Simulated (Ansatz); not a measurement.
Cartesian coordinates in Å:
```
C -2.467 1.728 -0.244
C -1.070 1.524 0.326
C -0.068 2.509 -0.274
Ga -0.423 -0.346 0.121
O -1.564 -1.547 -0.598
C 1.341 -1.165 0.496
C 2.135 -1.275 -0.805
C 1.189 -2.530 1.160
H -2.810 2.759 -0.096
H -2.494 1.536 -1.321
H -3.205 1.071 0.226
H -1.107 1.702 1.409
H 0.931 2.397 0.155
H 0.024 2.381 -1.357
H -0.383 3.546 -0.104
H -2.421 -1.186 -0.829
H 1.883 -0.496 1.175
H 2.307 -0.303 -1.277
H 3.119 -1.726 -0.624
H 1.620 -1.910 -1.533
H 0.700 -2.465 2.136
H 0.594 -3.206 0.542
H 2.169 -2.999 1.316
```

Charge 0, multiplicity 1.

Q: List the B3LYP/def2-TZVPP orbital energies in eV (the Gaussian-basis code of Ansatz). (An estimate is asked.)

A: Ansatz gave: Occupied: -10137.02, -1248.77, -1106.04, -1105.91, -1105.90, -519.64, -276.70, -276.68, -276.65, -276.54, -276.52, -276.36, -148.87, -102.36, -102.06, -102.00, -26.07, -22.25, -22.06, -22.04, -22.00, -21.85, -21.15, -20.99, -18.76, -18.53, -15.80, -15.46, -13.10, -12.41, -12.21, -11.95, -11.61, -11.14, -10.89, -10.61, -10.36, -9.58, -9.47, -9.33, -9.27, -9.16, -8.13, -7.72, -6.55. Lowest empty: -0.66, -0.06, 0.88, 1.31, 1.57, 1.93, 2.12, 2.37.

B3LYP here is the variant with VWN-RPA as its local correlation; programs differ in this.
